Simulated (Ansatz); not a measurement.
Consider the formal hydrolysis of the Si–Br bond: `Cl[Si](Cl)(Cl)Br` + H₂O → `O[Si](Cl)(Cl)Cl` + HBr.

Computed with Ansatz on PBE0-D4/def2-TZVP structures; ΔE is electronic, products minus reactants. CCSD(T)/CBS is the MP2 limit (def2-TZVPP, def2-QZVPP) plus CCSD(T) − MP2 in def2-TZVPP, frozen cores. This one scheme is used for every species. DFT in def2-TZVPP. B3LYP here is the variant with VWN-RPA as its local correlation; programs differ in this. For Br outer-core shells are correlated without core-valence functions, which leaves a few kJ/mol of doubt a bond. Scalar relativity is left out up to krypton. Each species was taken in one conformer, which may not be the lowest.

```csv
level,ΔE (kJ/mol),difference from CCSD(T)/CBS
BLYP-D4,-22.8,-4.4
r2SCAN-D4,-25.3,-6.9
B97M-V,-29.7,-11.3
BHLYP-D4,-26.7,-8.3
ωB97X-V,-26.0,-7.6
ωB97M-V,-24.5,-6.1
B3LYP,-31.0,-12.6
r2SCANh,-25.8,-7.4
CAM-B3LYP,-36.6,-18.2
RPA@PBE/def2-TZVPP,-29.0,-10.6
CCSD/def2-SVP,-30.9,-12.5
CCSD(T)/def2-SVP,-29.4,-11.0
HF/def2-TZVPP,-40.5,-22.1
SCS-MP2/def2-TZVPP,-25.3,-6.9
CCSD/def2-TZVPP,-30.2,-11.8
MP2/CBS(def2),-10.4,8.0
CCSD(T)/CBS,-18.4,0
```

Largest T1 diagnostic among the species: 0.009.

Leaving LDA and LC-ωPBE aside and taking each functional with its dispersion term where it has one, the values, not all of them listed here, spread over 19.9 kJ/mol, from CAM-B3LYP-D4 to revPBE-D4. LDA lies −6.7 kJ/mol from PBE without D4. The D4 term adds +6.5 kJ/mol with B3LYP and +3.4 kJ/mol with PBE0; it sums over pairs of atoms, weighted by their polarisabilities, and B3LYP, whose exchange is more repulsive, gets the larger term.
